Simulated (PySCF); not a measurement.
From one molecule to another.

First species: C3H13NSi2.
Numbering: `[CH3:1][N:2]([CH3:3])[SiH2:4][CH2:5][SiH3:6]` (hydrogens: H7, H8, H9 on C1; H10, H11, H12 on C3; H13, H14 on Si4; H15, H16 on C5; H17, H18, H19 on Si6)

Cartesian coordinates in Å at the GFN2-xTB level; atoms count from 1:
```xyz
19
C3H13NSi2 angstrom
C     -1.8519    1.0414    0.5859
N     -1.3418   -0.2720    0.2806
C     -2.4002   -1.2032   -0.0123
Si     0.2329   -0.5305   -0.3678
C      1.4501    0.6195    0.5171
Si     3.2644    0.2156    0.1626
H     -2.3849    1.4808   -0.2671
H     -1.0341    1.7008    0.8609
H     -2.5503    0.9806    1.4260
H     -2.9760   -0.9022   -0.8963
H     -1.9802   -2.1881   -0.1949
H     -3.0873   -1.2634    0.8366
H      0.5100   -1.9418   -0.0827
H      0.3546   -0.3066   -1.8235
H      1.2656    1.6521    0.2212
H      1.2776    0.5714    1.5919
H      3.5399    0.3562   -1.2686
H      3.5748   -1.1500    0.5861
H      4.1268    1.1488    0.8976
```

Second species: CH10FNSi3.
InChI=1S/CH10FNSi3/c1-6(2)3(4)5/h6H,1,4-5H3/t6-/m1/s1

Levels: CAM-B3LYP/def2-SVPD for dipole moment, HOMO energy, LUMO energy, HOMO–LUMO gap, static isotropic polarisability and electronic spatial extent ⟨r²⟩ about the centre of nuclear charge; TDDFT CAM-B3LYP/def2-SVPD for lowest singlet excitation; TDA CAM-B3LYP/def2-SVPD for lowest triplet excitation (Tamm–Dancoff); GFN2-xTB for rotational constant A and rotational constant C. Geometries: GFN2-xTB. All species are isolated and taken at one optimised geometry, non-relativistic unless stated. Electronic properties by PySCF.

The conformers computed, where there is a choice (atom-mapped SMILES and torsion angles):
- `[CH3:1][N:2]([CH3:3])[SiH2:4][CH2:5][SiH3:6]`: C1–N2–Si4–C5 41°, N2–Si4–C5–Si6 169°
- `[CH3:1][Si@H:2]([F:3])[N:4]([SiH3:5])[SiH3:6]`: C1–Si2–N4–Si5 -58°

**Question.** Which has the higher ⟨r²⟩?

**Answer.** The first: 1441 bohr² against 1237 bohr², a difference of 204 bohr².

**Question.** Which of the two has the higher LUMO energy, and by how much?

**Answer.** The first: 1.10 eV against 0.88 eV, a difference of 0.22 eV.

**Question.** Which of the two has the higher rotational constant C, and by how much?

**Answer.** The second: 0.998 GHz against 0.838 GHz, a difference of 0.160 GHz.

**Question.** Which has the higher dipole moment?

**Answer.** The second: 1.70 D against 1.29 D, a difference of 0.41 D.

**Question.** Which has the higher T1 energy?

**Answer.** The second: 6.15 eV against 5.67 eV, a difference of 0.48 eV.

**Question.** Which has the higher HOMO–LUMO gap?

**Answer.** The second: 9.73 eV against 8.76 eV, a difference of 0.97 eV.

**Question.** Which of the two has the higher S1 energy, and by how much?

**Answer.** The second: 6.45 eV against 5.83 eV, a difference of 0.62 eV.

**Question.** Which has the higher static isotropic polarisability?

**Answer.** The first: 99.2 au against 93.4 au, a difference of 5.8 au.

On the first: The vertical singlet–triplet gap S1 − T1 is 0.16 eV (TDDFT singlet less Tamm–Dancoff triplet; S1: HOMO→LUMO+1, weight 0.66; T1: HOMO→LUMO+1, weight 0.71). The 8 singlets span 5.83 to 7.77 eV, and their oscillator strengths add up to 0.15.

On the second: A dipole of 1.70 D is allowed in C1, and pure rotational transitions are dipole-allowed. No computed singlet falls in the visible range (750 to 380 nm, 1.65 to 3.26 eV); S1 lies 3.19 eV above its blue end.
